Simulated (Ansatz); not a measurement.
Au5Se2⁺, 7 atoms. Hardware: 4 threads of Arm Neoverse V2 on a shared host.

In the def2 sets Au takes a core potential; there is no spin–orbit coupling. Correlated methods freeze 18 core orbitals; core or outer-core shells of Au, Se are correlated, in sets that lack core-valence functions.

(1) How many basis functions does each of these Ansatz runs have, and roughly what does it cost? RPA@PBE/def2-TZVP, charge 1 singlet, energy, from earlier orbitals; PBE0-D4/def2-SVP, charge 1 singlet, energy with a search over starts; PBE0-D4/def2-SVP, charge 1 singlet, energy, from earlier orbitals; MP2/def2-TZVP, charge 1 singlet, energy, from earlier orbitals; PBE-D4/def2-TZVP, charge 1 singlet, energy and forces, from earlier orbitals; HSE06-D4/def2-TZVP, charge 1 singlet, energy, from earlier orbitals; PBE0-D4/def2-SVP, charge 1 singlet, relaxation, 5 steps; r2SCAN-D4/def2-TZVP, charge 1 singlet, energy, from earlier orbitals; PBE0-D4/def2-TZVP, charge 1 singlet, energy, from earlier orbitals; PBE-D4/def2-SVP, charge 1 singlet, energy, from earlier orbitals; LDA (SPW92)/def2-TZVP, charge 1 singlet, energy, from earlier orbitals; r2SCAN0-D4/def2-TZVP, charge 1 singlet, energy, from earlier orbitals.

Answers

(1) Other jobs shared the machine, so times can vary by a factor of up to 3. A dash marks memory too small to be measured apart from the calling script's.

| run | functions | fitting or Cholesky vectors | wall time | peak host memory (GiB) |
| --- | --- | --- | --- | --- |
| LDA (SPW92)/def2-TZVP, charge 1 singlet, energy, from earlier orbitals | 296 | 2564 | 4.9 s | 0.68 |
| PBE-D4/def2-SVP, charge 1 singlet, energy, from earlier orbitals | 224 | 2292 | 6 s | – |
| PBE-D4/def2-TZVP, charge 1 singlet, energy and forces, from earlier orbitals | 296 | 2564 | 12 s | 0.69 |
| PBE0-D4/def2-SVP, charge 1 singlet, energy, from earlier orbitals | 224 | 2244 | 13 s | 0.95 |
| PBE0-D4/def2-SVP, charge 1 singlet, energy with a search over starts | 224 | 2244 | 19 s | 0.96 |
| r2SCAN-D4/def2-TZVP, charge 1 singlet, energy, from earlier orbitals | 296 | 2564 | 23 s | 0.77 |
| HSE06-D4/def2-TZVP, charge 1 singlet, energy, from earlier orbitals | 296 | 2879 | 24 s | 1.9 |
| PBE0-D4/def2-TZVP, charge 1 singlet, energy, from earlier orbitals | 296 | 2879 | 24 s | 1.8 |
| MP2/def2-TZVP, charge 1 singlet, energy, from earlier orbitals | 296 | 2524 | 26 s | 1.4 |
| r2SCAN0-D4/def2-TZVP, charge 1 singlet, energy, from earlier orbitals | 296 | 2879 | 35 s | 1.9 |
| RPA@PBE/def2-TZVP, charge 1 singlet, energy, from earlier orbitals | 296 | 2524 | 37 s | 1.4 |
| PBE0-D4/def2-SVP, charge 1 singlet, relaxation, 5 steps | 224 | 2476 | 62 s | 0.98 |
